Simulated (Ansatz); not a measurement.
## One arrangement of a pair

The pair of NH$_{4}$⁺ (SMILES [NH4+], atoms 1–5) and GeH$_{4}$ (SMILES [GeH4], atoms 6–10), both closed shells, in one local arrangement (a lower one may exist), relaxed at PBE0-D4/def2-TZVP:

```csv
atom,x (Å),y (Å),z (Å)
N1,-0.1911,0.2290,-2.0255
H2,-1.0494,0.7417,-2.2363
H3,-0.2282,-0.6921,-2.4662
H4,-0.0967,0.1170,-0.9894
H5,0.6119,0.7470,-2.3872
Ge6,0.1978,-0.2372,2.0927
H7,0.0422,-0.0475,0.5387
H8,-1.2187,-0.1458,2.6540
H9,1.1032,0.9036,2.5496
H10,0.8289,-1.6158,2.2695
```

Ansatz 0.2.0; basis: def2-TZVPPD, with def2-QZVPPD for the basis limit; cores frozen in the correlated methods. Filled d shells of the heavier atoms are correlated. The def2 sets are not built for correlating such inner shells, so the correlated values are less sure here. B3LYP uses VWN-RPA correlation. Extrapolation: Hartree–Fock as exp(−7.88 √X), correlation as X^−2.97. Interaction energies count from these two fragments, frozen as in the pair, with the counterpoise correction; negative means bound.

Question: What is the interaction energy by CCSD(T) at an estimated basis limit (MP2 extrapolated from triple and quadruple zeta, plus CCSD(T) − MP2 in triple zeta)? (An estimate is asked for; the value comes from the calculation.)

Answer: Computed: -31.8 kJ/mol. Hartree–Fock alone gives -23.0 kJ/mol at the basis limit. It counts from the two fragments frozen as in the pair.

The same quantity by other methods in triple zeta, and each one's difference from that estimate:
| method | E_int (kJ/mol) | difference |
| --- | --- | --- |
| PBE-D4 | -40.7 | -8.9 |
| revPBE-D4 | -37.2 | -5.5 |
| BLYP-D4 | -39.2 | -7.4 |
| r2SCAN-D4 | -35.3 | -3.5 |
| B97M-V | -38.6 | -6.8 |
| PBE0-D4 | -37.2 | -5.4 |
| B3LYP-D4 | -37.5 | -5.7 |
| HSE06-D4 | -37.4 | -5.6 |
| wB97X-V | -33.0 | -1.2 |
| wB97M-V | -33.2 | -1.5 |
| B2PLYP | -33.7 | -1.9 |
| HF | -22.8 | 8.9 |
| MP2 | -32.0 | -0.2 |
| CCSD | -30.1 | 1.7 |
| CCSD(T) | -31.5 | 0.3 |
Differences are method less estimate.

Question: Which atoms make the shortest contact between the fragments?

Answer: H4 and H7, 1.54 Å apart.

Energy to bend the free fragments (PBE0-D4 minima) into their shapes in the pair, CCSD(T)/def2-TZVPPD: NH$_{4}$⁺ 1.1 kJ/mol; GeH$_{4}$ 5.3 kJ/mol. This must be added to the interaction energy to get the binding energy from relaxed fragments.

Basis-set superposition shift (counterpoise-corrected less uncorrected): CCSD(T) 3.2; MP2 3.3; HF 0.6; PBE0-D4 0.6; wB97M-V 0.7 kJ/mol.

The T1 diagnostic stays at or below 0.012.

For scale, one of the runs: CCSD(T)/def2-TZVPPD, 227 basis functions, launched by `ansatz run in.yaml --threads 4 --pin off --events-out ev --progress --plain --max-ram 9574MiB`. Hardware: 4 CPU threads of an Arm Neoverse V2, shared host. Wall time 58 s; peak host memory 3.7 GiB.
